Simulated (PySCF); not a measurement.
## Electronic structure of Ga⁺ (gallium, charge +1) at the UHF level

Configuration: [Ar] 3d10 4s2, closed-shell 1S. Calculation: PySCF 2.14, in 6-31G*; no relativity, point nucleus.

```
Total energy                                     : -1922.738789 hartree
One-electron energy                              : -2674.2923 hartree
Hartree (Coulomb) energy                         : 824.8224 hartree
Exchange energy                                  : -73.2689 hartree
Kinetic energy                                   : 1922.01202 hartree
⟨S²⟩                                             : 0.0000
⟨L²⟩                                             : 0.000
Sum of ⟨r⟩                                       : 19.72 bohr
Sum of ⟨r²⟩                                      : 25.32 bohr²
Density at the nucleus (Gaussians lack the cusp) : 19200 bohr⁻³
Langevin diamagnetic susceptibility              : -20.1 ×10⁻⁶ cm³/mol
Time after the integrals                         : 0.06 s of wall time on 1 thread of Neoverse-V2 (shared host)
```

```csv
shell,electrons,mean orbital energy (eV),"rms radius, mean of both spins (bohr)"
1s,2,-10317.1,0.0572
2s,2,-1320.4,0.239
2p,6,-1166.0,0.212
3s,2,-183.09,0.709
3p,6,-131.00,0.742
3d,10,-40.866,0.895
4s,2,-18.800,2.51
```
